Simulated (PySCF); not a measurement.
# One molecule, several mistakes: AlBH4NO anion

Calculated results; nothing here was measured. They come from PySCF 2.14.0, an open-source quantum chemistry program, on an isolated molecule that a program drew, which may never have been made. The molecule is AlBH4NO anion (charge -1, singlet), drawn as the SMILES string `[BH2][Al]([NH2])[O-]`.

Each row is a Hartree-Fock (HF) and frozen-core CCSD(T) single point in the aug-cc-pV(D+d)Z basis, meant for a local HF minimum. Run 1 is clean. Each other run has one planted mistake out of seven kinds, and not every kind appears here: one electron removed, one electron added, multiplicity raised by two, geometry at a saddle point, minimal basis STO-3G, one bond length entered in bohr, all coordinates scaled. The reference is restricted for singlets and unrestricted otherwise, and also for a bond in bohr. Adding or removing an electron swaps singlet and doublet. Electrons count all cores. HOMO and LUMO are orbital energies over both spins, the gradient is its largest component, and the lowest frequency (negative if imaginary) is given only where the gradient is small. Bond lengths are over the 7 bonds as drawn. T1 is the CCSD diagnostic: over 0.02 (restricted) or 0.045 (unrestricted) a single reference is doubtful.

Geometry of the clean run:
```xyz
8
AlBH4NO anion, angstrom
B     0.5621    0.6401    1.5917
Al    0.2628    1.0778   -0.5285
N    -1.1598    0.1113   -1.1627
O     1.1830    2.1104   -1.3807
H     1.2993   -0.2293    2.0209
H     0.0588    1.2685    2.5056
H    -1.4762    0.1560   -2.1104
H    -1.7278   -0.5248   -0.6413
```

| run | electrons | basis functions | <S^2> | HOMO (eV) | LUMO (eV) | gradient (hartree/bohr) | lowest frequency (cm^-1) | mean bond (Å) | longest bond (Å) | T1 | HF (hartree) | CCSD(T) (hartree) | mistake |
|---|---|---|---|---|---|---|---|---|---|---|---|---|---|
| 1 | 38 | 137 | 0.000 | -4.21 | 3.24 | 4.3e-05 | 140 | 1.4398 | 2.186 | 0.0228 | -398.29234 | -398.90435 | no fault |
| 2 | 38 | 137 | 0.000 | -4.16 | 3.24 | 3.9e-02 | - | 1.3866 | 2.105 | 0.0220 | -398.28119 | -398.88592 | all coordinates scaled |
| 3 | 38 | 137 | 0.000 | -4.26 | 3.23 | 5.9e-05 | -132 | 1.4424 | 2.206 | 0.0222 | -398.28978 | -398.90218 | geometry at a saddle point |
| 4 | 38 | 28 | 0.000 | 2.79 | 13.05 | 4.5e-02 | - | 1.4398 | 2.186 | 0.0388 | -393.05098 | -393.25873 | minimal basis STO-3G |
| 5 | 38 | 137 | 0.778 | -4.37 | 3.17 | 2.3e-02 | - | 1.5670 | 2.186 | 0.0619 | -398.15523 | -398.76437 | ? |
| 6 | 38 | 137 | 2.025 | -0.54 | 3.14 | 8.9e-02 | - | 1.4398 | 2.186 | 0.0911 | -398.24757 | -398.83194 | ? |

**Which mistake was planted in run 5, and what did it cost?**

The mean bond changes by a factor of 1.088 and the longest by 1.000, so the molecule wasn't scaled as a whole. A length L in bohr read as angstrom grows by (1/0.5292 - 1) L = 0.890 L. The 7 bonds together grew by 7 x 0.1272 = 0.890 Å, which gives L = 1.001 Å. That is the length of one of the H-N bonds, 1.000 Å in the clean geometry. So the mistake is: one bond length entered in bohr. Subtracting run 1 and multiplying by 627.51 kcal/mol a hartree, the energy moved by 86.0 kcal/mol in HF and 87.8 kcal/mol in CCSD(T).

**Which mistake was planted in run 6, and what did it cost?**

Electrons, basis and geometry are unchanged, and <S^2> is 2.025, beside S(S+1) = 2.00 for a multiplicity of 3. So the mistake is: multiplicity raised by two. Subtracting run 1 and multiplying by 627.51 kcal/mol a hartree, the energy moved by 28.1 kcal/mol in HF and 45.4 kcal/mol in CCSD(T).

Cautions from the logs. Run 1: T1 is over the limit, so its CCSD(T) energy is less reliable; run 2: T1 is over the limit, so its CCSD(T) energy is less reliable; run 3: T1 is over the limit, so its CCSD(T) energy is less reliable; run 4: T1 is over the limit, so its CCSD(T) energy is less reliable and the HOMO is above zero, so the electron isn't bound and the energy depends on the basis; run 5: T1 is over the limit, so its CCSD(T) energy is less reliable; run 6: T1 is over the limit, so its CCSD(T) energy is less reliable.
